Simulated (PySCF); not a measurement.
C₂H₆BClFN, SMILES N(C)(B(F)Cl)C.

Geometry optimised at PBE-D3(BJ)/def2-SVP. One conformer was computed; it need not be the lowest.

All values below come from PBE-D3(BJ)/def2-SVP (PySCF).

Frequencies are harmonic and unscaled.

Computed harmonic wavenumbers and intensities:
| mode | ν (cm⁻¹) | IR (km/mol) | moving atoms (share of kinetic energy) |
|---|---|---|---|
| 1 | 107 | 0.1 | C 38 %, H 24 %, F 22 %, Cl 14 % |
| 2 | 161 | 0.2 | H 77 %, N 16 % |
| 3 | 191 | 0.0 | H 97 % |
| 4 | 220 | 0.3 | C 32 %, Cl 30 %, H 15 %, F 14 % |
| 5 | 272 | 2.4 | H 44 %, N 39 % |
| 6 | 325 | 7.5 | F 38 %, C 32 %, H 15 %, Cl 10 % |
| 7 | 394 | 0.1 | Cl 32 %, F 24 %, C 18 %, H 16 % |
| 8 | 420 | 2.6 | C 33 %, H 21 %, N 16 %, Cl 14 %, F 12 % |
| 9 | 560 | 18.6 | B 79 %, N 12 % |
| 10 | 606 | 18.8 | F 32 %, C 27 %, Cl 13 %, H 11 %, N 9 % |
| 11 | 934 | 18.2 | C 38 %, B 26 %, H 20 %, N 12 % |
| 12 | 1047 | 8.5 | H 74 %, C 24 % |
| 13 | 1076 | 0.0 | H 80 %, C 20 % |
| 14 | 1103 | 185.8 | H 44 %, B 33 %, C 18 % |
| 15 | 1135 | 0.8 | H 68 %, C 20 %, N 12 % |
| 16 | 1215 | 15.6 | N 45 %, C 25 %, B 12 %, H 10 % |
| 17 | 1255 | 223.9 | B 41 %, N 26 %, F 13 %, H 12 %, C 8 % |
| 18 | 1377 | 4.7 | H 86 %, C 13 % |
| 19 | 1396 | 33.5 | H 72 %, C 21 % |
| 20 | 1410 | 0.0 | H 97 % |
| 21 | 1418 | 48.3 | H 84 %, B 9 % |
| 22 | 1421 | 17.1 | H 97 % |
| 23 | 1422 | 14.1 | H 96 % |
| 24 | 1539 | 280.2 | N 39 %, B 33 %, H 25 % |
| 25 | 2934 | 33.2 | H 97 % |
| 26 | 2940 | 87.6 | H 97 % |
| 27 | 2995 | 60.6 | H 91 %, C 9 % |
| 28 | 3002 | 0.6 | H 90 %, C 10 % |
| 29 | 3100 | 1.8 | H 91 %, C 9 % |
| 30 | 3101 | 3.9 | H 91 %, C 9 % |
